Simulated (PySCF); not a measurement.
BaF, SMILES [Ba][F], multiplicity 2. Atoms are numbered in the order given.

```xyz
2

Ba     0.0000     0.0000    -0.3015
F      0.0000     0.0000     1.8761
```
Charge 0, spin multiplicity 2.

Geometry: B3LYP-D3(BJ)/def2-TZVPD. The multiplicity is an assumed one; other spin states were not compared. The def2 effective core potentials stand for the cores of Ba; spin–orbit coupling is left out.

Calculation: r2SCAN/def2-TZVPD (PySCF).

Mulliken values depend strongly on the basis, most of all with diffuse functions as here. ESP charges are fitted to the potential on shells at 1.4 to 2.0 van der Waals radii. Atomic charges (e):

```
atom  Mulliken  ESP fit  Mulliken spin
----  --------  -------  -------------
Ba1       0.68        …           1.06
F2       -0.68        …          -0.06
```

**Question.** What belongs in the gaps? (The exact figures need the calculation; the answer reports its results.)

**Answer.** 
- Ba1, ESP fit: 0.38
- F2, ESP fit: -0.38
